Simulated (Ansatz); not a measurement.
`COC[SiH2]P` + BH₃ → `B[SiH2]COC` + PH₃  (formal exchange of groups at the Si–P bond)

Computed with Ansatz on PBE0-D4/def2-TZVP structures; ΔE is electronic, products minus reactants. CCSD(T)/CBS adds triple-zeta CCSD(T) − MP2 to the extrapolated MP2 energy (def2 sets, frozen cores). This one scheme is used for every species. One conformer a species, not always the lowest.

Problem. Is it downhill or uphill in electronic energy at CCSD(T)/CBS, and by how much? (An estimate is asked.)

Solution. The calculation gave: Uphill: ΔE = +9.5 kcal/mol.

Problem. What do these levels give: MP2/def2-TZVPP, SCS-MP2/def2-TZVPP, CCSD/def2-TZVPP, CCSD(T)/def2-TZVPP, HF/def2-QZVPP, HF/CBS(def2)? (An estimate is asked.)

Solution. The calculation gave: MP2/def2-TZVPP 10.9, SCS-MP2/def2-TZVPP 10.1, CCSD/def2-TZVPP 8.5, CCSD(T)/def2-TZVPP 8.8, HF/def2-QZVPP 9.0, HF/CBS(def2) 9.0 kcal/mol.

Largest T1 diagnostic among the species: 0.013.

From PBE to PBE0 (25 % exact exchange), in def2-TZVPP and without D4, ΔE moves by +0.9 kcal/mol. The D4 term adds +1.2 kcal/mol with B3LYP and +0.6 kcal/mol with PBE0; it sums over pairs of atoms, weighted by their polarisabilities, and B3LYP, whose exchange is more repulsive, gets the larger term.

B3LYP here is the variant with VWN-RPA as its local correlation; programs differ in this.
